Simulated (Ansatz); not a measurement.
Ansatz (an electronic-structure program) input file for C3HF3, SMILES C#CC(F)(F)F, B3LYP-D3(BJ)/def2-SVP. 

Ansatz 0.2 input:
```yaml
crystal:
  periodic: [false, false, false]
  atoms:
    - {symbol: C, position_ang: [0.00000000, -0.00000000, -2.33117257]}
    - {symbol: C, position_ang: [-0.00000000, 0.00000000, -1.13516446]}
    - {symbol: C, position_ang: [0.00000000, -0.00000000, 0.32262683]}
    - {symbol: F, position_ang: [1.07748563, -0.62208662, 0.82385541]}
    - {symbol: F, position_ang: [-1.07748564, -0.62208662, 0.82385542]}
    - {symbol: F, position_ang: [0.00000000, 1.24417324, 0.82385542]}
    - {symbol: H, position_ang: [-0.00000000, 0.00000001, -3.38183504]}
basis:
  gaussian:
    orbitals: def2-SVP
hamiltonian:
  xc: b3lyp
  dispersion: d3bj
relax: {f_tol: 0.002, max_steps: 200}
```

Program output:

```
Functional definition: B3LYP
integrals: 0.04 GiB planned
975 factors; integrals over basis functions are off by at most 3.1e-4 eV
mean field: 0.32 GiB planned
mean field evaluation 1: about -11262.1189 eV, gradient 4.9e1 eV
mean field evaluation 2: about -11259.2906 eV, gradient 6.5e1 eV
mean field evaluation 4: about -11266.8717 eV, gradient 4.6e0 eV
mean field evaluation 8: about -11266.9619 eV, gradient 3.6e-2 eV
mean field evaluation 16: about -11266.9619 eV, gradient 1.0e-5 eV
mean field -11266.96186871 eV, -414.0532116540 hartree, gradient 1.0e-5 eV, S^2 0.000000; 0 other end points of the search recorded, 0 dependent functions left out
the calculation of the forces begins
reference -11266.96202864 eV, -414.0532175314 hartree; 23, 23 occupied and 66, 66 virtual orbitals, 975 factors
relax step   1: F+E_penalty+E_count = -11267.14431012 eV  Δ(F+E_penalty+E_count) = +0.000e0 eV  max|allowed force component| = 1.034e0 eV/Å  Δτ_max = 0.0000 Å  (28 SCF iters, accepted)
these checks for a lower state are left out or cut short: starts, cluster_reference, orbital_swaps, neighbouring_geometries, increment
integrals: 0.04 GiB planned
975 factors; integrals over basis functions are off by at most 3.0e-4 eV
mean field: 0.32 GiB planned
mean field -11266.98824642 eV, -414.0541810170 hartree, gradient 1.1e-5 eV, S^2 0.000000; 0 other end points of the search recorded, 0 dependent functions left out
the calculation of the forces begins
reference -11266.98840731 eV, -414.0541869296 hartree; 23, 23 occupied and 66, 66 virtual orbitals, 975 factors
relax step   2: F+E_penalty+E_count = -11267.17028280 eV  Δ(F+E_penalty+E_count) = -2.597e-2 eV  max|allowed force component| = 3.006e-1 eV/Å  Δτ_max = 0.0223 Å  (33 SCF iters, accepted)
these checks for a lower state are left out or cut short: starts, cluster_reference, orbital_swaps, neighbouring_geometries, increment
integrals: 0.04 GiB planned
975 factors; integrals over basis functions are off by at most 3.0e-4 eV
mean field: 0.32 GiB planned
mean field evaluation 32: about -11266.9895 eV, gradient 1.2e-5 eV
mean field -11266.98950021 eV, -414.0542270928 hartree, gradient 1.2e-5 eV, S^2 0.000000; 0 other end points of the search recorded, 0 dependent functions left out
the calculation of the forces begins
reference -11266.98966128 eV, -414.0542330121 hartree; 23, 23 occupied and 66, 66 virtual orbitals, 975 factors
relax step   3: F+E_penalty+E_count = -11267.17147096 eV  Δ(F+E_penalty+E_count) = -1.188e-3 eV  max|allowed force component| = 8.490e-2 eV/Å  Δτ_max = 0.0047 Å  (33 SCF iters, accepted)
these checks for a lower state are left out or cut short: starts, cluster_reference, orbital_swaps, neighbouring_geometries, increment
integrals: 0.04 GiB planned
975 factors; integrals over basis functions are off by at most 3.1e-4 eV
mean field: 0.32 GiB planned
mean field -11266.98961507 eV, -414.0542313138 hartree, gradient 2.1e-5 eV, S^2 0.000000; 0 other end points of the search recorded, 0 dependent functions left out
the calculation of the forces begins
reference -11266.98977615 eV, -414.0542372336 hartree; 23, 23 occupied and 66, 66 virtual orbitals, 975 factors
relax step   4: F+E_penalty+E_count = -11267.17154842 eV  Δ(F+E_penalty+E_count) = -7.746e-5 eV  max|allowed force component| = 1.953e-2 eV/Å  Δτ_max = 0.0009 Å  (25 SCF iters, accepted)
these checks for a lower state are left out or cut short: starts, cluster_reference, orbital_swaps, neighbouring_geometries, increment
integrals: 0.04 GiB planned
975 factors; integrals over basis functions are off by at most 3.1e-4 eV
mean field: 0.32 GiB planned
mean field -11266.98962583 eV, -414.0542317096 hartree, gradient 3.7e-5 eV, S^2 0.000000; 0 other end points of the search recorded, 0 dependent functions left out
the calculation of the forces begins
reference -11266.98978692 eV, -414.0542376292 hartree; 23, 23 occupied and 66, 66 virtual orbitals, 975 factors
relax step   5: F+E_penalty+E_count = -11267.17155517 eV  Δ(F+E_penalty+E_count) = -6.744e-6 eV  max|allowed force component| = 1.697e-3 eV/Å  Δτ_max = 0.0002 Å  (21 SCF iters, accepted)
integrals: 0.04 GiB planned
975 factors; integrals over basis functions are off by at most 3.1e-4 eV
mean field: 0.32 GiB planned
mean field -11266.98962583 eV, -414.0542317096 hartree, gradient 3.7e-5 eV, S^2 0.000000; 1 other end points of the search recorded, 0 dependent functions left out
the calculation of the forces begins
reference -11266.98978692 eV, -414.0542376292 hartree; 23, 23 occupied and 66, 66 virtual orbitals, 975 factors
Total energy: -11267.17171625 eV, -414.0609234089 hartree
Atom 0 at     0.000000    -0.000000    -2.334343 Å, force    -0.000008     0.000005    -0.000130 eV/Å
Atom 1 at     0.000003    -0.000002    -1.127197 Å, force     0.000008    -0.000005     0.000603 eV/Å
Atom 2 at    -0.000001     0.000001     0.342254 Å, force    -0.000007     0.000004     0.001697 eV/Å
Atom 3 at     1.082889    -0.625206     0.824902 Å, force    -0.000766     0.000443    -0.000958 eV/Å
Atom 4 at    -1.082890    -0.625209     0.824900 Å, force     0.000773     0.000446    -0.000967 eV/Å
Atom 5 at     0.000001     1.250415     0.824900 Å, force    -0.000000    -0.000892    -0.000967 eV/Å
Atom 6 at    -0.000002     0.000001    -3.409396 Å, force     0.000001    -0.000000     0.000723 eV/Å
Dipole moment:    -0.000003     0.000002    -0.468097 e Å
```

Self-consistency was reached.

Cost: roughly 23 core-seconds.
